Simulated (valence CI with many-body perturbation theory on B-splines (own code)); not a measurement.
Results of a calculation; reference values are marked as such.
# Level structure of Nd29+

Method: valence CI with perturbative core correlation (CI+MBPT): three valence electrons over a frozen Dirac-Fock core [Ar] 3d10, radial functions for each j: 11 s, 11 p, 10 d, 8 f, 5 g, 2 h, with the one-electron correlation potential Σ1 (screened to all orders), the two-electron term Σ2, the three-electron term Σ3, Breit, model QED; selected single and double excitations, second order for the rest, scaled by the run's own slope (own B-spline code, finite nucleus).

The last digits are not significant, and no measured levels were compared; by estimate large intervals hold to a few tenths of a per cent, small ones and those within an open d or f shell to about a per cent.

Levels 136 to 177 of 177, with energies above the lowest level, (4s^2 4p1/2) J=1/2. "Leading %" is the weight of the configuration and term that name the level; weights of strongly mixed levels are sums over their largest components and can fall short. In the jj column 3d3/2^4 stands for four electrons in 3d with j = 3/2.

| No. | Configuration | Term | J | E (eV) | Leading % | g | Second component | Leading jj |
| --- | --- | --- | --- | --- | --- | --- | --- | --- |
| 136 | 4p²4f | ⁴F° | 3/2 | 424.84 | 70 | 0.561 | 13 % 4p²4f ²D° | 4p1/2 4p3/2 4f5/2 (93 %) |
| 137 | 4p²4f | ²F° | 7/2 | 426.01 | 38 | 1.207 | 13 % 4p²4f ⁴F° | 4p1/2 4p3/2 4f7/2 (43 %) |
| 138 | 4p²4f | ²D° | 5/2 | 426.70 | 38 | 1.217 | 36 % 4p²4f ⁴D° | 4p1/2 4p3/2 4f7/2 (51 %) |
| 139 | 4p²4f | ⁴D° | 3/2 | 426.93 | 34 | 1.025 | 25 % 4p²4f ²D° | 4p1/2 4p3/2 4f5/2 (69 %) |
| 140 | 4p²4f | ⁴D° | 1/2 | 427.40 | 42 | 0.328 | 38 % 4p²4f ²P° | 4p1/2 4p3/2 4f5/2 (77 %) |
| 141 | 4p4d² | ²P° | 1/2 | 430.89 | 77 | 0.655 | 12 % 4p4d² ⁴D° | 4p1/2 4d5/2^2 (80 %) |
| 142 | 4p²4f | ²F° | 5/2 | 433.01 | 37 | 0.937 | 14 % 4p²4f ²D° | 4p1/2 4p3/2 4f7/2 (70 %) |
| 143 | 4p²4f | ²G° | 9/2 | 433.30 | 36 | 0.991 | 30 % 4p4d² ²H° | 4p1/2 4p3/2 4f5/2 (38 %) |
| 144 | 4p²4f | ²D° | 3/2 | 435.00 | 44 | 1.021 | 24 % 4p²4f ²P° | 4p1/2 4p3/2 4f7/2 (65 %) |
| 145 | 4p4d² | ²G° | 7/2 | 436.19 | 33 | 1.033 | 14 % 4p²4f ²F° | 4p3/2 4d3/2^2 (31 %) |
| 146 | 4p4d² | ⁴G° | 11/2 | 438.85 | 87 | 1.254 | 8 % 4p²4f ²H° | 4p3/2 4d5/2^2 (73 %) |
| 147 | 4p4d² | ⁴G° | 9/2 | 439.62 | 39 | 1.186 | 25 % 4p4d² ⁴F° | 4p3/2 4d3/2 4d5/2 (85 %) |
| 148 | 4p4d² | ²F° | 7/2 | 439.72 | 39 | 1.164 | 25 % 4p4d² ⁴F° | 4p3/2 4d3/2 4d5/2 (79 %) |
| 149 | 4p4d² | ²D° | 3/2 | 440.23 | 32 | 0.888 | 17 % 4p4d² ⁴F° | 4p3/2 4d3/2^2 (60 %) |
| 150 | 4p4d² | ⁴D° | 5/2 | 441.02 | 33 | 1.239 | 23 % 4p4d² ²D° | 4p3/2 4d3/2 4d5/2 (62 %) |
| 151 | 4p4d² | ⁴F° | 5/2 | 441.76 | 29 | 1.049 | 14 % 4p4d² ²F° | 4p3/2 4d3/2^2 (58 %) |
| 152 | 4p4d² | ²F° | 7/2 | 442.53 | 20 | 1.145 | 20 % 4p4d² ⁴F° | 4p3/2 4d3/2 4d5/2 (35 %) |
| 153 | 4p4d² | ⁴D° | 1/2 | 442.79 | 42 | 0.985 | 24 % 4p4d² ²S° | 4p3/2 4d3/2^2 (61 %) |
| 154 | 4p4d² | ⁴D° | 3/2 | 443.46 | 62 | 1.142 | 8 % 4p4d² ²D° | 4p3/2 4d3/2 4d5/2 (43 %) |
| 155 | 4p4d² | ²F° | 5/2 | 443.58 | 29 | 1.143 | 19 % 4p4d² ⁴P° | 4p3/2 4d3/2 4d5/2 (59 %) |
| 156 | 4p4d² | ²G° | 9/2 | 444.11 | 35 | 1.091 | 20 % 4p²4f ²H° | 4p3/2^2 4f5/2 (30 %) |
| 157 | 4p4d² | ⁴D° | 1/2 | 444.13 | 40 | 1.200 | 30 % 4p4d² ²S° | 4p3/2 4d3/2 4d5/2 (80 %) |
| 158 | 4p4d² | ⁴D° | 7/2 | 444.70 | 61 | 1.301 | 12 % 4p4d² ²F° | 4p3/2 4d3/2 4d5/2 (39 %) |
| 159 | 4p4d² | ²H° | 11/2 | 444.98 | 62 | 1.145 | 30 % 4p²4f ⁴G° | 4p3/2 4d3/2 4d5/2 (56 %) |
| 160 | 4p4d² | ⁴P° | 5/2 | 446.77 | 42 | 1.386 | 20 % 4p4d² ⁴D° | 4p3/2 4d5/2^2 (45 %) |
| 161 | 4p4d² | ⁴S° | 3/2 | 446.87 | 34 | 1.618 | 24 % 4p4d² ⁴P° | 4p3/2 4d3/2^2 (44 %) |
| 162 | 4p4d² | ²G° | 7/2 | 447.58 | 19 | 1.118 | 19 % 4p4d² ²F° | 4p3/2 4d3/2 4d5/2 (38 %) |
| 163 | 4p4d² | ²G° | 7/2 | 449.54 | 17 | 1.094 | 13 % 4p4d² ⁴D° | 4p3/2 4d3/2 4d5/2 (29 %) |
| 164 | 4p4d² | ²G° | 9/2 | 450.90 | 37 | 1.189 | 30 % 4p4d² ⁴F° | 4p3/2 4d5/2^2 (53 %) |
| 165 | 4p4d² | ²D° | 5/2 | 451.22 | 52 | 1.190 | 16 % 4s4d4f ²D° | 4p3/2 4d3/2 4d5/2 (59 %) |
| 166 | 4p4d² | ²D° | 3/2 | 451.23 | 28 | 1.143 | 18 % 4p4d² ⁴S° | 4p3/2 4d3/2 4d5/2 (69 %) |
| 167 | 4p4d² | ²F° | 7/2 | 451.98 | 21 | 1.144 | 13 % 4p4d² ²G° | 4p3/2^2 4f7/2 (37 %) |
| 168 | 4p4d² | ²P° | 1/2 | 452.39 | 57 | 0.652 | 23 % 4p²4f ⁴D° | 4p3/2 4d5/2^2 (54 %) |
| 169 | 4p4d² | ²F° | 5/2 | 453.80 | 55 | 0.911 | 19 % 4p²4f ²F° | 4p3/2 4d3/2 4d5/2 (50 %) |
| 170 | 4s²5p | ²P° | 1/2 | 454.06 | 97 | 0.666 |  | 4s^2 5p1/2 (97 %) |
| 171 | 4p²4f | ⁴F° | 9/2 | 454.75 | 41 | 1.216 | 19 % 4p²4f ²G° | 4p3/2^2 4f7/2 (76 %) |
| 172 | 4p4d² | ²D° | 3/2 | 455.55 | 22 | 0.914 | 19 % 4p²4f ²D° | 4p3/2 4d3/2 4d5/2 (46 %) |
| 173 | 4p²4f | ²D° | 3/2 | 455.83 | 26 | 0.845 | 13 % 4p4d² ²D° | 4p3/2^2 4f5/2 (41 %) |
| 174 | 4p²4f | ⁴D° | 5/2 | 457.40 | 18 | 1.037 | 17 % 4p²4f ²F° | 4p3/2^2 4f5/2 (67 %) |
| 175 | 4p²4f | ⁴G° | 11/2 | 458.05 | 33 | 1.159 | 26 % 4p²4f ²H° | 4p3/2^2 4f7/2 (59 %) |
| 176 | 4s4d4f | ⁴H° | 7/2 | 458.36 | 69 | 0.811 | 4 % 4p4d² ²F° | 4s 4d3/2 4f5/2 (71 %) |
| 177 | 4s4d4f | ⁴H° | 7/2 | 458.92 | 28 | 1.024 | 12 % 4p4d² ²F° | 4p3/2^2 4f5/2 (32 %) |

Where two levels of one J and parity lie close, their mixing, g and order are uncertain.
